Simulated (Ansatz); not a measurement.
Start from `CC(C)[O][Zn][Cl]` and change one atom or group to get `CC(C)O[SiH](F)F`.

Ansatz, PBE0-D4/def2-TZVP geometries, multiplicity 1. Each molecule was computed in one conformer, which needn't be the lowest.

Scalar relativity is left out up to krypton.

```csv
property,`CC(C)[O][Zn][Cl]`
HOMO–LUMO gap (PBE0/def2-TZVPP) / eV,6.63
HOMO–LUMO gap (B3LYP/def2-TZVPP) / eV,6.07
HOMO–LUMO gap (PBE/def2-TZVPP) / eV,4.23
size of the dipole moment (B3LYP/def2-TZVPP) / D,1.93
HOMO energy (ωB97M-V/def2-TZVPP) / eV,-10.10
LUMO energy (B3LYP/def2-TZVPP) / eV,-1.40
```

Q: What does the change do to each property? (Best estimate.)

A: Computed: 
```
                                        property  `CC(C)O[SiH](F)F`  shift
            HOMO–LUMO gap (PBE0/def2-TZVPP) / eV               9.65   3.02
           HOMO–LUMO gap (B3LYP/def2-TZVPP) / eV               9.11   3.04
             HOMO–LUMO gap (PBE/def2-TZVPP) / eV               7.26   3.03
size of the dipole moment (B3LYP/def2-TZVPP) / D               2.56   0.63
           HOMO energy (ωB97M-V/def2-TZVPP) / eV             -11.18  -1.08
             LUMO energy (B3LYP/def2-TZVPP) / eV               0.55   1.95
```

With PBE0 the HOMO falls by 1.10 eV and the LUMO rises by 1.92 eV, so the gap widens by about 3.02 eV. PBE moves the HOMO by -1.03 eV and ωB97M-V by -1.08 eV. Dipoles are sizes alone; their direction can turn.

B3LYP here is the variant with VWN-RPA as its local correlation; programs differ in this.
